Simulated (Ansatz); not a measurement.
Computed with Ansatz on PBE0-D4/def2-TZVP structures; ΔE is electronic, products minus reactants. CBS: MP2 limit from def2 TZ/QZ plus the TZ coupled-cluster correction, frozen cores. This one scheme is used for every species. Double bonds are as drawn, so ΔE can hold a change between cis and trans. Functionals use def2-TZVPP. HSE06 is defined as in plane-wave codes. One conformer a species, not always the lowest.

Reaction (substitution at a C–C bond): `C=C(F)/C(F)=C/F` + HCl → `F/C=C(\F)Cl` + `C=CF`

`C=C(F)/C(F)=C/F`:

Cartesian coordinates in Å:
```
C -0.383 -1.663 -0.778
C -0.087 -0.734 0.116
F 0.096 -1.047 1.407
C 0.075 0.685 -0.143
F -0.097 1.049 -1.412
C 0.373 1.587 0.788
F 0.508 2.871 0.487
H -0.482 -2.698 -0.482
H -0.525 -1.386 -1.811
H 0.521 1.337 1.828
```

HCl:

Cartesian coordinates in Å:
```
Cl -0.249 0.262 -0.527
H 0.249 -0.262 0.527
```

`F/C=C(\F)Cl`:

```xyz
6

F    -1.204   -1.361   -0.056
C    -0.235   -0.564    0.384
C     0.180    0.465   -0.337
F    -0.333    0.759   -1.517
Cl    1.415    1.517    0.175
H     0.176   -0.816    1.351
```

`C=CF`:

```xyz
6

C    -0.591    0.364   -0.102
C     0.545   -0.263    0.124
F     0.767   -1.512   -0.295
H    -1.401   -0.109   -0.642
H    -0.717    1.375    0.259
H     1.397    0.145    0.655
```

```json
{"level": "LDA (SPW92)", "ΔE (kcal/mol)": "16.6", "difference from CCSD(T)/CBS": "1.1"}
{"level": "BLYP-D4", "ΔE (kcal/mol)": "14.5", "difference from CCSD(T)/CBS": "-1.0"}
{"level": "r2SCAN-D4", "ΔE (kcal/mol)": "16.2", "difference from CCSD(T)/CBS": "0.7"}
{"level": "PBE0-D4", "ΔE (kcal/mol)": "15.5", "difference from CCSD(T)/CBS": "0.0"}
{"level": "ωB97X-V", "ΔE (kcal/mol)": "14.6", "difference from CCSD(T)/CBS": "-0.9"}
{"level": "PBE-QIDH", "ΔE (kcal/mol)": "15.9", "difference from CCSD(T)/CBS": "0.4"}
{"level": "r2SCANh", "ΔE (kcal/mol)": "16.1", "difference from CCSD(T)/CBS": "0.6"}
{"level": "r2SCAN0", "ΔE (kcal/mol)": "16.3", "difference from CCSD(T)/CBS": "0.8"}
{"level": "HSE06", "ΔE (kcal/mol)": "15.0", "difference from CCSD(T)/CBS": "-0.5"}
{"level": "BHLYP", "ΔE (kcal/mol)": "15.9", "difference from CCSD(T)/CBS": "0.4"}
{"level": "CAM-B3LYP", "ΔE (kcal/mol)": "15.1", "difference from CCSD(T)/CBS": "-0.4"}
{"level": "RPA@PBE/def2-TZVPP", "ΔE (kcal/mol)": "15.3", "difference from CCSD(T)/CBS": "-0.2"}
{"level": "HF/def2-TZVPP", "ΔE (kcal/mol)": "16.0", "difference from CCSD(T)/CBS": "0.5"}
{"level": "MP2/def2-TZVPP", "ΔE (kcal/mol)": "16.0", "difference from CCSD(T)/CBS": "0.5"}
{"level": "MP2/def2-QZVPP", "ΔE (kcal/mol)": "15.7", "difference from CCSD(T)/CBS": "0.2"}
{"level": "HF/CBS(def2)", "ΔE (kcal/mol)": "15.9", "difference from CCSD(T)/CBS": "0.4"}
{"level": "CCSD(T)/CBS", "ΔE (kcal/mol)": "15.5", "difference from CCSD(T)/CBS": "0"}
```

Largest T1 diagnostic among the species: 0.013.

At CCSD(T), def2-SVP lies +2.4 kcal/mol from the extrapolated value and def2-TZVPP +0.6 kcal/mol. Leaving LDA and LC-ωPBE aside and taking each functional with its dispersion term where it has one, the values, not all of them listed here, spread over 2.7 kcal/mol, from revPBE-D4 to B97M-V. LDA lies +2.8 kcal/mol from PBE without D4. The D4 term adds +0.9 kcal/mol with B3LYP and +0.5 kcal/mol with PBE0; it sums over pairs of atoms, weighted by their polarisabilities, and B3LYP, whose exchange is more repulsive, gets the larger term.

CCSD(T)/CBS has its own doubt, a few kJ/mol and more with outer-core shells, so smaller differences from it don't rank the levels.

B3LYP here is the variant with VWN-RPA as its local correlation; programs differ in this.
